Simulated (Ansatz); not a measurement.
Input for Ansatz (an electronic-structure program): R-B3LYP/def2-TZVPP on C2H6FIn (SMILES [CH3][In]([CH3])[F]). Elements past Kr take the def2 small-core potentials; no spin–orbit coupling.

Ansatz 0.2 input:
```yaml
crystal:
  periodic: [false, false, false]
  atoms:
    - {symbol: C, position_ang: [2.05280736, -0.26688126, -0.10544627]}
    - {symbol: In, position_ang: [0.00055061, 0.36244203, 0.04834549]}
    - {symbol: C, position_ang: [-2.05363728, -0.27901513, 0.03305992]}
    - {symbol: F, position_ang: [0.00363967, 2.34104658, 0.31182917]}
    - {symbol: H, position_ang: [2.57515372, 0.05318498, 0.79535178]}
    - {symbol: H, position_ang: [2.49949565, 0.23443778, -0.96340664]}
    - {symbol: H, position_ang: [2.14105603, -1.34487798, -0.22134519]}
    - {symbol: H, position_ang: [-2.57126279, 0.25664358, -0.76188780]}
    - {symbol: H, position_ang: [-2.14462804, -1.35165896, -0.12346489]}
    - {symbol: H, position_ang: [-2.50317490, -0.00532163, 0.98696443]}
basis:
  gaussian:
    orbitals: def2-TZVPP
hamiltonian:
  xc: {name: B3LYP}
scf: {lower_state_search: off}
```

Output:

```
WARN ansatz: RAYON_NUM_THREADS=1 ignored (pool sized by the plan → 1); use --threads N
Functional definition: B3LYP
these checks for a lower state are left out or cut short: stability, starts, cluster_reference, orbital_swaps, neighbouring_geometries, increment
integrals: 0.13 GiB planned
1335 factors; their error is unknown
mean field: 1.18 GiB planned
mean field evaluation 1: about -10051.2790 eV, gradient 8.9e1 eV
mean field evaluation 2: about -10028.0797 eV, gradient 1.4e2 eV
mean field evaluation 4: about -10067.7198 eV, gradient 6.9e0 eV
mean field evaluation 8: about -10067.8432 eV, gradient 4.0e-1 eV
mean field evaluation 16: about -10067.8434 eV, gradient 1.6e-5 eV
mean field -10067.84335766 eV, -369.9864191646 hartree, gradient 1.2e-6 eV, S^2 0.000000; 0 other end points of the search recorded, 0 dependent functions left out
reference -10067.84368239 eV, -369.9864310982 hartree; 24, 24 occupied and 203, 203 virtual orbitals, 1335 factors
Total energy: -10067.84368239 eV, -369.9864310982 hartree
Checks for a lower state left out: stability, starts, cluster_reference, orbital_swaps, neighbouring_geometries, increment
```

Self-consistency was reached.

Cost: roughly 4 core-seconds.
